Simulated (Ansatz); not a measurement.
Two members of one family (Ge9H16 nanocrystal and its variants), computed with Ansatz in the gas phase. The two geometries come from different levels. A negative affinity means that the extra electron isn't bound at that geometry and level; within about 0.2 eV of zero the sign isn't settled. Binding counts from free atoms in the multiplicity of their measured ground term, without zero-point energy. Sets without diffuse functions give affinities that are too small. A dash marks a value that wasn't run or was left out as unsound. The structures are stationary points that may keep the symmetry of their start. Remarks come from the PBE and PBE0 runs and from stability tests at other levels; not every state was tested. A HOMO above zero means that the electron is unbound at that level and held by the basis, or that self-interaction error raises the level; the energy of removing that electron tells which. HOMO above LUMO (over both spins in singlets and doublets, within one spin in higher multiplets; at PBE or PBE0), or a gap under 0.15 eV within one spin, warns that the state may not be the lowest or that an electron is smeared out.

First: Ge9H16 (singlet, charge 0, r2SCAN-D4/def2-SVP geometry).

```csv
atom,x (Å),y (Å),z (Å)
Ge1,1.777,-1.521,-1.640
Ge2,-0.130,2.011,-2.024
Ge3,-2.077,-1.207,-0.775
Ge4,0.516,-1.789,2.166
Ge5,-1.392,1.742,1.785
Ge6,-0.299,-0.403,-2.219
Ge7,2.369,-1.250,0.697
Ge8,0.206,2.750,0.263
Ge9,-1.543,-0.668,1.533
H10,2.923,-1.000,-2.532
H11,1.610,-3.026,-1.927
H12,1.017,2.532,-2.912
H13,-1.443,2.628,-2.545
H14,-2.236,-2.732,-0.935
H15,-3.414,-0.548,-1.171
H16,0.275,-3.310,2.104
H17,0.882,-1.433,3.621
H18,-2.783,2.344,1.497
H19,-1.022,2.097,3.239
H20,-0.638,-0.746,-3.688
H21,3.558,-2.175,1.026
H22,2.822,0.199,0.949
H23,0.058,4.284,0.323
H24,1.636,2.402,0.712
H25,-2.674,-1.181,2.453
```

| level | HOMO (eV) | LUMO (eV) | gap (eV) | vertical IE (eV) | vertical EA (eV) | vertical triplet (eV) | binding per atom (eV) |
| --- | --- | --- | --- | --- | --- | --- | --- |
| PBE-D4/def2-SVP | -6.51 | -1.27 | 5.24 | – | – | – | 2.78 |
| PBE-D4/def2-TZVP | -6.55 | -1.43 | 5.12 | 8.42 | -0.11 | 4.98 | 2.78 |
| r2SCAN-D4/def2-TZVP | -6.81 | -1.29 | 5.52 | – | – | – | 2.83 |
| PBE0-D4/def2-SVP | -7.54 | -0.60 | 6.94 | – | – | – | 2.79 |
| PBE0-D4/def2-TZVP | -7.54 | -0.75 | 6.80 | 8.86 | -0.28 | 5.51 | 2.79 |

Remarks: gap within one spin near zero at PBE or PBE0 (+1 doublet), HOMO above zero (-1 doublet), gap within one spin near zero at PBE or PBE0 (triplet).

Second: Ge9OH14, double-bonded O in place of two caps (singlet, charge 0, PBE-D4/def2-SVP geometry).

```xyz
24

Ge   -1.8084   -1.8010    1.4721
Ge    1.6515   -2.2116   -0.4986
Ge   -1.3408   -0.0824   -2.1084
Ge   -1.4531    2.3234    1.0845
Ge    1.9950    1.7687   -0.8688
Ge   -0.7761   -2.0336   -0.7419
Ge   -1.0651    0.3274    2.4936
Ge    2.5231   -0.1700    0.5225
Ge   -0.4308    1.9638   -1.1174
O    -0.2767    0.3957    3.9602
H    -1.4451   -2.9841    2.4110
H    -3.3559   -1.7360    1.3082
H     1.9992   -3.4529    0.3733
H     2.2911   -2.4086   -1.9034
H    -2.8858    0.0381   -2.2553
H    -0.7335   -0.2682   -3.5298
H    -2.9925    2.4922    0.9094
H    -0.8810    3.5814    1.7931
H     2.6388    1.5939   -2.2746
H     2.5611    3.0697   -0.2323
H    -1.3505   -3.3196   -1.4158
H     4.0609   -0.2839    0.7262
H     1.8614    0.0169    1.9196
H    -0.7869    3.1809   -2.0273
```

Estimate how these quantities change from the first to the second (second minus first).


```tsv
level	Δ HOMO (eV)	Δ LUMO (eV)	Δ gap (eV)	Δ vertical IE (eV)	Δ vertical EA (eV)	Δ vertical triplet (eV)	Δ binding per atom (eV)
PBE-D4/def2-SVP	1.07	-1.87	-2.94	–	–	–	0.08
PBE-D4/def2-TZVP	0.99	-1.84	-2.84	-0.55	1.45	-2.80	0.08
r2SCAN-D4/def2-TZVP	0.99	-1.98	-2.96	–	–	–	0.06
PBE0-D4/def2-SVP	0.86	-1.88	-2.74	–	–	–	0.04
PBE0-D4/def2-TZVP	0.79	-1.84	-2.63	-0.83	1.66	-3.39	0.05
```

Remarks: gap within one spin near zero at PBE or PBE0 (+1 doublet), HOMO above zero (-1 doublet).
